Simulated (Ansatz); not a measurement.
Consider the ligand exchange at the Si–N bond: `C[SiH2]N[SiH3]` + `C[S][Mg][OH]` → `C[S][Mg][O][SiH3]` + `C[SiH2]N`.

Program: Ansatz. Geometries: PBE0-D4/def2-TZVP. ΔE: electronic, gas phase. CBS: MP2 limit from def2 TZ/QZ plus the TZ coupled-cluster correction, frozen cores. Functionals use def2-TZVPP. For Mg outer-core shells are correlated without core-valence functions, which leaves a few kJ/mol of doubt a bond. Each species was taken in one conformer, which may not be the lowest.

CCSD(T)/CBS gives -0.69 eV.

Another level gave -0.67 eV. Which?
A. revPBE/def2-TZVPP
B. BHLYP/def2-TZVPP
C. revPBE-D4/def2-TZVPP
D. HF/def2-TZVPP

A. revPBE -0.67, revPBE-D4 -0.59, BHLYP -0.74, HF/def2-TZVPP -0.81 eV.

Largest T1 diagnostic among the species: 0.010.

The D4 term adds +0.06 eV with B3LYP and +0.03 eV with PBE0; it sums over pairs of atoms, weighted by their polarisabilities, and B3LYP, whose exchange is more repulsive, gets the larger term. In def2-TZVPP, CCSD(T) changes the Hartree–Fock value by +0.12 eV (the triples alone add +0.01 eV) and MP2 by +0.14 eV.

B3LYP here is the variant with VWN-RPA as its local correlation; programs differ in this.
